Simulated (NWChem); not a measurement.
System: AlH₃S₃; SMILES [SH][Al]([SH])[SH]

The following NWChem deck was run.

```
start job
memory heap 200 mb stack 900 mb global 1100 mb
geometry units angstroms noautosym nocenter noautoz
  Al    -0.022490     0.025494     0.031165
  S     -0.728295     2.102087     0.002907
  H      0.490817     2.576248    -0.384074
  S      2.140748    -0.384311    -0.024063
  H      1.969496    -1.691926    -0.370200
  S     -1.566778    -1.536684     0.117652
  H     -0.686343    -2.500146     0.512195
end
basis spherical
  * library def2-tzvp
end
dft
  xc xpbe96 cpbe96
  iterations 150
end
property
  efieldgrad
end
task dft property
```

NWChem printed, in part:

```
             Northwest Computational Chemistry Package (NWChem) 7.3.0
             --------------------------------------------------------

                             Geometry "geometry" -> ""
                             -------------------------

 Output coordinates in angstroms (scale by  1.889725989 to convert to a.u.)

  No.       Tag          Charge          X              Y              Z
 ---- ---------------- ---------- -------------- -------------- --------------
    1 Al                  13.0000    -0.02249000     0.02549400     0.03116500
    2 S                   16.0000    -0.72829500     2.10208700     0.00290700
    3 H                    1.0000     0.49081700     2.57624800    -0.38407400
    4 S                   16.0000     2.14074800    -0.38431100    -0.02406300
    5 H                    1.0000     1.96949600    -1.69192600    -0.37020000
    6 S                   16.0000    -1.56677800    -1.53668400     0.11765200
    7 H                    1.0000    -0.68634300    -2.50014600     0.51219500

 Effective nuclear repulsion energy (a.u.)     296.5473952232

  pbe96 is a nonlocal functional; adding pw91lda local functional.
                              NWChem Property Module
                              ----------------------

  itol2e modified to match energy
  convergence criterion.

                                 NWChem DFT Module
                                 -----------------

 Summary of "ao basis" -> "ao basis" (spherical)
 ------------------------------------------------------------------------------
       Tag                 Description            Shells   Functions and Types
 ---------------- ------------------------------  ------  ---------------------
 Al                        def2-tzvp                13       37   5s5p2d1f
 S                         def2-tzvp                13       37   5s5p2d1f
 H                         def2-tzvp                 4        6   3s1p

  itol2e modified to match energy
  convergence criterion.

            General Information
            -------------------
          SCF calculation type: DFT
          Wavefunction type:  closed shell.
          No. of atoms     :     7
          No. of electrons :    64
           Alpha electrons :    32
            Beta electrons :    32
          Charge           :     0
          Spin multiplicity:     1
          Use of symmetry is: off; symmetry adaption is: off
          Maximum number of iterations: 150
          AO basis - number of functions:   166
                     number of shells:    64
          Convergence on energy requested:  1.00D-07
          Convergence on density requested:  1.00D-05
          Convergence on gradient requested:  5.00D-04

              XC Information
              --------------
          PerdewBurkeErnzerhof Exchange Functional  1.000
            Perdew 1991 LDA Correlation Functional  1.000 local
           PerdewBurkeErnz. Correlation Functional  1.000 non-local

             Grid Information
             ----------------
          Grid used for XC integration:  fine
          Radial quadrature: Mura-Knowles
          Angular quadrature: Lebedev.
          Tag              B.-S. Rad. Rad. Pts. Rad. Cut. Ang. Pts.
          ---              ---------- --------- --------- ---------
          Al                  1.25      123          10.0       770
          S                   1.00      123          12.0       770
          H                   0.35       60          13.0       590
          Grid pruning is: on
          Number of quadrature shells:   672
          Spatial weights used:  Erf1

      Superposition of Atomic Density Guess
      -------------------------------------

 Sum of atomic energies:       -1435.81275549

      Non-variational initial energy
      ------------------------------

 Total energy =   -1436.728192
 1-e energy   =   -2577.619488
 2-e energy   =     844.343900
 HOMO         =      -0.332053
 LUMO         =      -0.001181

   convergence    iter        energy       DeltaE   RMS-Dens  Diis-err
 ---------------- ----- ----------------- --------- --------- ---------
 d= 0,ls=0.0,diis     1  -1438.2628218874 -1.73D+03  5.75D-03  2.04D+00
 d= 0,ls=0.0,diis     2  -1438.2346858293  2.81D-02  6.20D-03  6.57D-01
 d= 0,ls=0.0,diis     3  -1438.2380521589 -3.37D-03  3.04D-03  6.49D-01
 d= 0,ls=0.0,diis     4  -1438.3423139370 -1.04D-01  4.13D-04  5.59D-03
 d= 0,ls=0.0,diis     5  -1438.3429722667 -6.58D-04  1.98D-04  1.55D-03
  Resetting Diis
 d= 0,ls=0.0,diis     6  -1438.3432370910 -2.65D-04  3.74D-05  5.83D-05
 d= 0,ls=0.0,diis     7  -1438.3432467790 -9.69D-06  1.86D-05  3.42D-06
 d= 0,ls=0.0,diis     8  -1438.3432461762  6.03D-07  1.20D-05  7.26D-06
 d= 0,ls=0.0,diis     9  -1438.3432472621 -1.09D-06  1.90D-06  2.02D-07
 d= 0,ls=0.0,diis    10  -1438.3432472910 -2.90D-08  5.00D-07  8.89D-09

         Total DFT energy =    -1438.343247291000
      One electron energy =    -2580.999860113042
           Coulomb energy =      942.321347006973
    Exchange-Corr. energy =      -96.212129408106
 Nuclear repulsion energy =      296.547395223174

 Numeric. integr. density =       64.000001632202

                       DFT Final Molecular Orbital Analysis
                       ------------------------------------

 Vector   30  Occ=2.000000D+00  E=-2.626165D-01
              MO Center=  2.1D-02,  9.5D-03,  2.0D-02, r^2= 5.5D+00
   Bfn.  Coefficient  Atom+Function         Bfn.  Coefficient  Atom+Function
  ----- ------------  ---------------      ----- ------------  ---------------
    97      0.259713  4 S  pz               140      0.245001  6 S  pz
    54      0.243335  2 S  pz                17      0.190162  1 Al pz
   100      0.166320  4 S  pz                57      0.157901  2 S  pz
   143      0.157681  6 S  pz                20      0.114331  1 Al pz
    94      0.114444  4 S  pz               137      0.107416  6 S  pz

 Vector   31  Occ=2.000000D+00  E=-2.418313D-01
              MO Center=  5.4D-01, -7.4D-01,  3.5D-02, r^2= 5.2D+00
   Bfn.  Coefficient  Atom+Function         Bfn.  Coefficient  Atom+Function
  ----- ------------  ---------------      ----- ------------  ---------------
    97      0.377288  4 S  pz               140     -0.311677  6 S  pz
   100      0.272395  4 S  pz               143     -0.224364  6 S  pz
    94      0.171185  4 S  pz                88     -0.144163  4 S  pz
   137     -0.141165  6 S  pz               131      0.119029  6 S  pz
    96     -0.092221  4 S  py               139     -0.090100  6 S  py

 Vector   32  Occ=2.000000D+00  E=-2.396881D-01
              MO Center= -6.8D-01,  8.8D-01,  3.1D-02, r^2= 4.9D+00
   Bfn.  Coefficient  Atom+Function         Bfn.  Coefficient  Atom+Function
  ----- ------------  ---------------      ----- ------------  ---------------
    54      0.401791  2 S  pz                57      0.281041  2 S  pz
   140     -0.257385  6 S  pz                51      0.181770  2 S  pz
   143     -0.178811  6 S  pz                45     -0.153284  2 S  pz
    97     -0.128562  4 S  pz               137     -0.116637  6 S  pz
    52      0.105989  2 S  px               131      0.098211  6 S  pz

 Vector   33  Occ=0.000000D+00  E=-5.765483D-02
              MO Center=  8.6D-02, -9.7D-02, -2.7D-01, r^2= 5.4D+00
   Bfn.  Coefficient  Atom+Function         Bfn.  Coefficient  Atom+Function
  ----- ------------  ---------------      ----- ------------  ---------------
     5      1.174334  1 Al s                  4      0.504291  1 Al s
    98      0.365100  4 S  px                56      0.342801  2 S  py
    85     -0.319465  4 S  s                142     -0.287448  6 S  py
   128     -0.260799  6 S  s                  3     -0.247469  1 Al s
    95      0.214830  4 S  px               141     -0.199774  6 S  px

 Vector   34  Occ=0.000000D+00  E=-5.611366D-02
              MO Center=  3.6D-02,  2.9D-02,  3.6D-01, r^2= 4.7D+00
   Bfn.  Coefficient  Atom+Function         Bfn.  Coefficient  Atom+Function
  ----- ------------  ---------------      ----- ------------  ---------------
    20      0.642092  1 Al pz                17      0.499265  1 Al pz
     5      0.280567  1 Al s                 57     -0.222811  2 S  pz
   143     -0.215677  6 S  pz               100     -0.211314  4 S  pz
    85     -0.192859  4 S  s                120      0.188555  5 H  s
    54     -0.146999  2 S  pz               140     -0.141237  6 S  pz

[...]

          -----------------------
          Electric field gradient
          -----------------------

 1 a.u. = 0.324123 10**(16) esu/cm**3  ( or statvolts/cm**2 ) = 0.97174 10**(22) v/m**2

 ------------------------------------------------------------
   Atom      X         Y         Z
 ------------------------------------------------------------
    1 Al  -0.04250   0.04818   0.05889
 ------------------------------------------------------------

 Electric field gradient in molecular frame (a.u.)
         XX             YY             ZZ             XY             XZ             YZ
 ------------------------------------------------------------------------------------------
        0.360580       0.370756      -0.731336      -0.000490      -0.045730      -0.035865

 Principal components (a.u.) and orientation
 of principal axis w.r.t. absolute frame                      Asymmetry parameter eta
 --------------------------------------------------------------------------------------
       -0.734411       0.372025       0.362385                       0.013126

        0.041719       0.103735       0.993730
        0.032425       0.993931      -0.105117
        0.998603      -0.036607      -0.038102

 ------------------------------------------------------------
   Atom      X         Y         Z
 ------------------------------------------------------------
    2 S   -1.37628   3.97237   0.00549
 ------------------------------------------------------------

 Electric field gradient in molecular frame (a.u.)
         XX             YY             ZZ             XY             XZ             YZ
 ------------------------------------------------------------------------------------------
       -0.911725      -0.414893       1.326619      -0.787529       0.782209       0.434122

 Principal components (a.u.) and orientation
 of principal axis w.r.t. absolute frame                      Asymmetry parameter eta
 --------------------------------------------------------------------------------------
       -1.745999       1.591177       0.154822                       0.822656

        0.784254       0.267213      -0.559949
        0.554664       0.102452       0.825743
       -0.278018       0.958176       0.067865

 ------------------------------------------------------------
   Atom      X         Y         Z
 ------------------------------------------------------------
    3 H    0.92751   4.86840  -0.72579
 ------------------------------------------------------------

 Electric field gradient in molecular frame (a.u.)
         XX             YY             ZZ             XY             XZ             YZ
 ------------------------------------------------------------------------------------------
       -0.154928       0.062724       0.092204      -0.102098       0.086114       0.034540

 Principal components (a.u.) and orientation
 of principal axis w.r.t. absolute frame                      Asymmetry parameter eta
 --------------------------------------------------------------------------------------
       -0.222664       0.119555       0.103109                       0.073858

        0.891806       0.253397      -0.374796
        0.353255       0.127557       0.926790
       -0.282654       0.958916      -0.024243

 ------------------------------------------------------------
   Atom      X         Y         Z
 ------------------------------------------------------------
    4 S    4.04543  -0.72624  -0.04547
 ------------------------------------------------------------

 Electric field gradient in molecular frame (a.u.)
         XX             YY             ZZ             XY             XZ             YZ
 ------------------------------------------------------------------------------------------
        0.110415      -1.520245       1.409829       0.214218       0.020149      -0.836735

 Principal components (a.u.) and orientation
 of principal axis w.r.t. absolute frame                      Asymmetry parameter eta
 --------------------------------------------------------------------------------------
       -1.766354       1.632772       0.133582                       0.848748

       -0.112381      -0.023509       0.993387
        0.960706      -0.257919       0.102580
        0.253802       0.965881       0.051570

 ------------------------------------------------------------
   Atom      X         Y         Z
 ------------------------------------------------------------
    5 H    3.72181  -3.19728  -0.69958
 ------------------------------------------------------------

 Electric field gradient in molecular frame (a.u.)
         XX             YY             ZZ             XY             XZ             YZ
 ------------------------------------------------------------------------------------------
        0.099054      -0.197527       0.098473      -0.038523      -0.009596      -0.083160

 Principal components (a.u.) and orientation
 of principal axis w.r.t. absolute frame                      Asymmetry parameter eta
 --------------------------------------------------------------------------------------
       -0.224166       0.120250       0.103916                       0.072867

        0.121902       0.028368       0.992137
        0.960247      -0.256283      -0.110656
        0.251129       0.966185      -0.058481

 ------------------------------------------------------------
   Atom      X         Y         Z
 ------------------------------------------------------------
    6 S   -2.96078  -2.90391   0.22233
 ------------------------------------------------------------

 Electric field gradient in molecular frame (a.u.)
         XX             YY             ZZ             XY             XZ             YZ
 ------------------------------------------------------------------------------------------
       -0.205373      -1.129197       1.334570       0.666917      -0.516368       0.795038

 Principal components (a.u.) and orientation
 of principal axis w.r.t. absolute frame                      Asymmetry parameter eta
 --------------------------------------------------------------------------------------
       -1.766233       1.626746       0.139487                       0.842051

       -0.455782      -0.185229       0.870605
        0.840996       0.230740       0.489372
       -0.291529       0.955222       0.050610

 ------------------------------------------------------------
   Atom      X         Y         Z
 ------------------------------------------------------------
    7 H   -1.29700  -4.72459   0.96791
 ------------------------------------------------------------

 Electric field gradient in molecular frame (a.u.)
         XX             YY             ZZ             XY             XZ             YZ
 ------------------------------------------------------------------------------------------
       -0.031538      -0.060379       0.091917       0.149322      -0.062725       0.070787

 Principal components (a.u.) and orientation
 of principal axis w.r.t. absolute frame                      Asymmetry parameter eta
 --------------------------------------------------------------------------------------
       -0.224263       0.120280       0.103983                       0.072668

       -0.643324      -0.141928       0.752324
        0.709939       0.257228       0.655607
       -0.286568       0.955871      -0.064720
```

Level: PBE/def2-TZVP. Coordinates come from a PBE-D3(BJ)/def2-SVP optimisation. NWChem prints the field gradient with the sign opposite to the second derivative of the potential.
